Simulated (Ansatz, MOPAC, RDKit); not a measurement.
Species: diaminoborinic acid, H5BN2O, net charge 0, singlet state. SMILES: NB(N)O

Atoms: N1, B2, N3, O4, H5, H6, H7, H8, H9. Bonds: N1-B2, N1-H5, N1-H6, B2-N3, B2-O4, N3-H7, N3-H8, O4-H9.

Bond lengths (Å) and angles (degrees) optimised at UFF with RDKit; PM7 with MOPAC; HF/3-21G with Ansatz (an electronic-structure program); HF/6-31G* with Ansatz, each started from the B3LYP-D3(BJ)/def2-TZVP structure (Ansatz) of the last column. A row stands for all coordinates that are equal there; 9 of 16 kinds are shown. 6-31G* holds six Cartesian d functions. No wavenumbers were computed at UFF, so these may be saddle points.

```json
[
 {"coordinate": "N1-B2", "UFF": "1.526", "PM7": "1.414", "HF/3-21G": "1.423", "HF/6-31G*": "1.416", "B3LYP-D3(BJ)/def2-TZVP": "1.418"},
 {"coordinate": "N1-H5", "UFF": "1.044", "PM7": "0.989 to 0.993", "HF/3-21G": "0.999", "HF/6-31G*": "0.994", "B3LYP-D3(BJ)/def2-TZVP": "1.004"},
 {"coordinate": "N1-H6", "UFF": "1.044", "PM7": "0.986", "HF/3-21G": "0.997", "HF/6-31G*": "0.993", "B3LYP-D3(BJ)/def2-TZVP": "1.003"},
 {"coordinate": "B2-N3", "UFF": "1.526", "PM7": "1.426", "HF/3-21G": "1.433", "HF/6-31G*": "1.425", "B3LYP-D3(BJ)/def2-TZVP": "1.425"},
 {"coordinate": "B2-O4", "UFF": "1.461", "PM7": "1.442", "HF/3-21G": "1.401", "HF/6-31G*": "1.376", "B3LYP-D3(BJ)/def2-TZVP": "1.388"},
 {"coordinate": "O4-H9", "UFF": "0.990", "PM7": "0.951", "HF/3-21G": "0.961", "HF/6-31G*": "0.944", "B3LYP-D3(BJ)/def2-TZVP": "0.959"},
 {"coordinate": "N1-B2-N3", "UFF": "121.1", "PM7": "126.0", "HF/3-21G": "121.9", "HF/6-31G*": "121.7", "B3LYP-D3(BJ)/def2-TZVP": "121.8"},
 {"coordinate": "N1-B2-O4", "UFF": "119.4", "PM7": "113.2", "HF/3-21G": "116.5", "HF/6-31G*": "116.8", "B3LYP-D3(BJ)/def2-TZVP": "116.3"},
 {"coordinate": "N3-B2-O4", "UFF": "119.4", "PM7": "120.8", "HF/3-21G": "121.6", "HF/6-31G*": "121.6", "B3LYP-D3(BJ)/def2-TZVP": "121.9"}
]
```

A range marks coordinates that this level makes unequal.

Mean signed difference of all 8 bond lengths from B3LYP-D3(BJ)/def2-TZVP: UFF 0.060 Å, PM7 -0.002 Å, HF/3-21G 0.001 Å, HF/6-31G* -0.008 Å.
